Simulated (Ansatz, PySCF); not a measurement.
System: CNO (charge 0, doublet). It need not be the lowest isomer of its formula. 
Coordinates optimised at B3LYP-D3(BJ)/def2-TZVP (Ansatz, an electronic-structure program):
SMILES: N#C[O]
```xyz
3

O      0.0000     0.0000    -1.1348
C      0.0000     0.0000     0.0405
N      0.0000     0.0000     1.2622
```
Charge 0, spin multiplicity 2.

Dipole moments at this geometry, in debye (magnitudes).

```json
[
 {"level": "PBE/def2-TZVPD", "program": "PySCF", "dipole (D)": "0.79"},
 {"level": "revPBE/def2-TZVPD", "program": "Ansatz", "dipole (D)": "0.78"},
 {"level": "TPSS/def2-TZVPD", "program": "PySCF", "dipole (D)": "0.77"},
 {"level": "B3LYP/def2-TZVPD", "program": "Ansatz", "dipole (D)": "0.71"},
 {"level": "BHLYP/def2-TZVPD", "program": "Ansatz", "dipole (D)": "0.66"},
 {"level": "TPSSh/def2-TZVPD", "program": "PySCF", "dipole (D)": "0.74"},
 {"level": "PW6B95/def2-TZVPD", "program": "PySCF", "dipole (D)": "0.69"},
 {"level": "M06-2X/def2-TZVPD", "program": "PySCF", "dipole (D)": "0.60"},
 {"level": "MN15/def2-TZVPD", "program": "PySCF", "dipole (D)": "0.66"},
 {"level": "CAM-B3LYP/def2-TZVPD", "program": "Ansatz", "dipole (D)": "0.68"},
 {"level": "LC-wPBE/def2-TZVPD", "program": "Ansatz", "dipole (D)": "0.67"},
 {"level": "wB97M-V/def2-TZVPD", "program": "Ansatz", "dipole (D)": "0.66"},
 {"level": "CCSD(T)/aug-cc-pVDZ", "program": "Ansatz", "dipole (D)": "0.75"}
]
```
